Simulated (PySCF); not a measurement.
**Orbital picture of CdI**

r²SCAN0 at R = 2.721 Å; basis Cd def2-SVP with ECP28, I def2-SVP with ECP28; scalar-relativistic core potentials; PySCF 2.14. State: ²Σ⁺ (doublet), unpaired electrons σ ↑. Only the outer orbitals are listed, counted within each symmetry, core potentials removing the inner ones.

```tsv
spin	orbital	occ.	ε (eV)	on Cd (%)	main shells (%)
α	8σ	1	-9.49	45	53 I p, 43 Cd s
α	5π	1	-7.41	4	96 I p
α	5π	1	-7.41	4	96 I p
α	9σ	1	-6.58	67	49 Cd s, 33 I p, 17 Cd p
α	6π	0	-1.02	97	97 Cd p
α	6π	0	-1.02	97	97 Cd p
α	10σ	0	0.72	100	91 Cd p
β	8σ	1	-8.79	39	59 I p, 34 Cd s
β	5π	1	-7.30	3	96 I p
β	5π	1	-7.30	3	96 I p
β	9σ	0	-3.67	74	63 Cd s, 26 I p, 10 Cd p
β	6π	0	-0.46	97	97 Cd p
β	6π	0	-0.46	97	97 Cd p
```

**Question.** Which are the highest filled and the lowest empty level, where do they sit, and how wide is the gap?

**Answer.** Highest filled α 9σ at -6.58 eV (in %: 49 Cd s, 33 I p, 17 Cd p); lowest empty β 9σ at -3.67 eV (in %: 63 Cd s, 26 I p, 10 Cd p); the gap at r²SCAN0 is 2.91 eV.

* bond order (Mayer): 0.95
* ⟨S²⟩: 0.756
* charge on Cd (Mulliken, basis-dependent): 0.34
* charge on Cd (Löwdin, basis-dependent): 0.15
* dipole moment (positive dipole means Cd(−)I(+)): -3.40 D

Spin–orbit coupling is left out. The state is the lowest determinant that a PBE0 search found; another state may lie lower at other levels.
